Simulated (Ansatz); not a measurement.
`CC[SiH](C)C[SiH](C)C[SiH](C)C`, relaxed as a singlet with RKS PBE-D4/def2-SVP in Ansatz, starting from the GFN2-xTB geometry. Force threshold 0.03 eV/Å.

Start:

```tsv
atom	x (Å)	y (Å)	z (Å)
C1	0.935	3.267	1.328
C2	1.696	2.971	0.040
Si3	0.565	2.580	-1.447
C4	-0.446	4.130	-1.904
C5	-0.619	1.151	-1.029
Si6	0.189	-0.513	-0.563
C7	0.926	-1.302	-2.124
C8	-1.146	-1.658	0.171
Si9	-0.540	-3.290	0.943
C10	-2.048	-4.360	1.404
C11	0.473	-2.934	2.512
H12	0.239	4.090	1.185
H13	1.619	3.541	2.131
H14	0.372	2.393	1.646
H15	2.327	3.827	-0.201
H16	2.369	2.131	0.214
H17	1.420	2.221	-2.597
H18	0.199	4.987	-2.073
H19	-1.149	4.400	-1.121
H20	-1.018	3.968	-2.812
H21	-1.269	1.466	-0.213
H22	-1.275	0.992	-1.885
H23	1.259	-0.305	0.429
H24	1.683	-0.662	-2.564
H25	0.161	-1.471	-2.876
H26	1.385	-2.259	-1.901
H27	-1.702	-1.103	0.927
H28	-1.867	-1.894	-0.611
H29	0.291	-4.036	-0.020
H30	-2.627	-4.626	0.525
H31	-1.743	-5.284	1.885
H32	-2.712	-3.839	2.087
H33	1.313	-2.282	2.295
H34	-0.130	-2.448	3.274
H35	0.868	-3.848	2.944
```

Q: Estimate the energy that the relaxation releases and the steps that it takes.

A: 26.4 kJ/mol, in 15 steps; 78 s on 4 threads of Arm Neoverse V2 on a shared host. The force fell under the threshold at step 4, but the optimiser went on and released 0.015 eV more. No frequencies were taken in this run, so the end may be a saddle point.

Q: Does the start keep its bonding?

A: By distances, no bond broke or formed. The bond that changes most is Si6–H23, from 1.47 to 1.51 Å (atoms count from 1).

Q: Predict the relaxed structure.

A: 
```xyz
35

C     1.210    3.348    1.129
C     1.742    2.897   -0.239
Si    0.393    2.544   -1.533
C    -0.566    4.129   -1.933
C    -0.793    1.196   -0.919
Si    0.017   -0.381   -0.246
C     1.270   -1.069   -1.485
C    -1.294   -1.687    0.165
Si   -0.659   -3.353    0.812
C    -2.111   -4.474    1.286
C     0.480   -3.098    2.302
H     0.604    4.274    1.052
H     2.031    3.555    1.847
H     0.565    2.571    1.591
H     2.424    3.665   -0.665
H     2.361    1.979   -0.128
H     1.065    2.057   -2.796
H     0.110    4.920   -2.319
H    -1.074    4.526   -1.030
H    -1.343    3.940   -2.702
H    -1.441    1.624   -0.121
H    -1.471    0.918   -1.756
H     0.745   -0.024    1.030
H     2.060   -0.326   -1.715
H     0.772   -1.336   -2.439
H     1.761   -1.983   -1.093
H    -1.988   -1.258    0.923
H    -1.903   -1.872   -0.748
H     0.126   -4.030   -0.288
H    -2.784   -4.644    0.421
H    -1.754   -5.463    1.640
H    -2.711   -4.017    2.100
H     1.373   -2.497    2.032
H    -0.051   -2.561    3.116
H     0.831   -4.069    2.707
```
Bond lengths: 9 × C–Si 1.89 to 1.90 Å; 1 × C–C 1.54 Å; 21 × C–H 1.11 Å; 3 × H–Si 1.51 Å.
